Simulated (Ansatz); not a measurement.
**A substitution series on Nb: OH to Cl**

On one Nb centre that keeps O, n of the OH ligands are replaced by Cl. The HOMO–LUMO gap y in eV at wB97X-V/def2-TZVPP. Shapes, held fixed at every level: PBE0-D4/def2-TZVP. Flexible molecules stand in one conformer, not always the lowest. Programs: Ansatz 0.2.0.

| molecule | n | y (eV) |
| --- | --- | --- |
| Nb(OH)3O | 0 | 13.07 |
| Nb(OH)2ClO | 1 | 12.11 |
| Nb(OH)Cl2O | 2 | ? |
| NbCl3O | 3 | 11.04 |

Question: Fit y = c + s·n to the known rows and predict Nb(OH)Cl2O.

Answer: 
1. Means of the 3 rows: n = 1.33333, y = 12.073.
2. Σ(Δn)² = 4.6667, Σ(Δn·Δy) = -3.0633, so the slope is -3.0633/4.6667 = -0.65642.
3. Intercept: 12.073 − (-0.65642) × 1.33333 = 12.948. The largest residual of the fit is 0.18.
4. Nb(OH)Cl2O: 12.948 + (-0.65642) × 2 = 11.64 eV.

The run gave 11.42 eV, so the prediction is off by +0.22 eV, about the scatter of the fit. The step per swap changes from -0.96 to -0.38 eV along the series, so a line misses the bend. Other levels give for Nb(OH)Cl2O: B3LYP-D4/def2-TZVPP 6.41; BHLYP-D4/def2-TZVPP 9.10; r2SCAN0-D4/def2-TZVPP 7.22 eV. Orbital gaps aren't excitation energies, and the LUMO depends on the basis. For atoms past krypton def2 sets carry core potentials with scalar relativity.
